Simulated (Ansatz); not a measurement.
Cost and result for the atomization energy of C$_{2}$H$_{7}$BO (`BOCC`) (11 atoms, 10 bonds).

Z-matrix (Å, degrees):
```
C
O 1 1.421
C 1 1.509 2 110.2
H 1 1.096 2 109.5 3 122.6
H 1 1.094 2 107.0 3 -120.3
B 2 1.339 1 122.3 3 -115.4
H 3 1.092 1 110.8 2 63.5
H 3 1.092 1 110.6 2 -56.8
H 3 1.092 1 110.1 2 -176.6
H 6 1.197 2 117.0 1 179.4
H 6 1.204 2 120.2 1 -0.6
```

Total charge 0; spin multiplicity 1. Geometry: relaxed with PBE0-D4/def2-TZVP. It is one conformer, not always the lowest. Program: Ansatz. All runs use 4 threads of an Arm Neoverse V1 on a shared host. Times are those of one run each, without the atoms' runs, and a repeat can differ threefold. Electronic energies, without spin–orbit coupling; frozen cores. CCSD(T)/CBS adds CCSD(T) − MP2 in def2-TZVPP to the MP2 limit, and its time is that of the two runs behind it. T1 = 0.013. B3LYP takes the VWN-RPA correlation (the form of Gaussian; ORCA's B3LYP/G). HSE06 is the plane-wave form, built on full-range PBE exchange.

CCSD(T)/CBS is a level of theory with its own doubt, some kJ/mol a heavy atom from the limit and from the frozen cores, so smaller differences don't rank the functionals.

| level | functions | wall time |
| --- | --- | --- |
| LDA (SPW92)/def2-TZVPP | 222 | 0.85 s |
| BLYP-D4/def2-TZVPP | 222 | 1.4 s |
| PBE-D4/def2-TZVPP (with forces) | 222 | 1.7 s |
| HSE06-D4/def2-TZVPP | 222 | 1.8 s |
| CCSD(T)/def2-SVP | 91 | 2.3 s |
| B3LYP-D4/def2-TZVPP (with forces) | 222 | 2.6 s |
| r2SCANh-D4/def2-TZVPP | 222 | 2.9 s |
| r2SCAN-D4/def2-TZVPP (with forces) | 222 | 3.2 s |
| PBE-QIDH/def2-TZVPP | 222 | 3.2 s |
| ωB97M-V/def2-TZVPP (with forces) | 222 | 6.5 s |
| MP2/def2-QZVPP | 438 | 14 s |
| CCSD(T)/def2-TZVPP | 222 | 57 s |
| CCSD(T)/CBS(def2) | – | 71 s |

**Question.** What atomization energy does each give, and how far from CCSD(T)/CBS? (Best estimate.)

**Answer.** Ansatz gave: 
```tsv
level	atomization (kcal/mol)	difference from CCSD(T)/CBS	per bond
LDA (SPW92)/def2-TZVPP	1152.5	137.6	13.8
BLYP-D4/def2-TZVPP	1015.5	0.6	0.1
PBE-D4/def2-TZVPP (with forces)	1032.9	18.0	1.8
HSE06-D4/def2-TZVPP	1019.4	4.5	0.4
CCSD(T)/def2-SVP	976.8	-38.1	-3.8
B3LYP-D4/def2-TZVPP (with forces)	1019.3	4.4	0.4
r2SCANh-D4/def2-TZVPP	1014.7	-0.2	0.0
r2SCAN-D4/def2-TZVPP (with forces)	1019.6	4.7	0.5
PBE-QIDH/def2-TZVPP	1012.1	-2.8	-0.3
ωB97M-V/def2-TZVPP (with forces)	1019.9	5.0	0.5
MP2/def2-QZVPP	1018.8	3.9	0.4
CCSD(T)/def2-TZVPP	993.6	-21.3	-2.1
CCSD(T)/CBS(def2)	1014.9	0.0	0.0
```

The D4 term adds +5.6 kcal/mol with B3LYP and +2.9 kcal/mol with PBE0; it sums over pairs of atoms, weighted by their polarisabilities, and B3LYP, whose exchange is more repulsive, gets the larger term. In def2-TZVPP, CCSD(T) changes the Hartree–Fock value by +222.5 kcal/mol (the triples alone add +11.6 kcal/mol) and MP2 by +235.1 kcal/mol; breaking electron pairs costs correlation energy, which Hartree–Fock lacks. From PBE to PBE0 (25 % exact exchange), in def2-TZVPP and without D4, the atomization energy moves by −13.7 kcal/mol: exact exchange takes away binding that semilocal exchange gives to molecules.
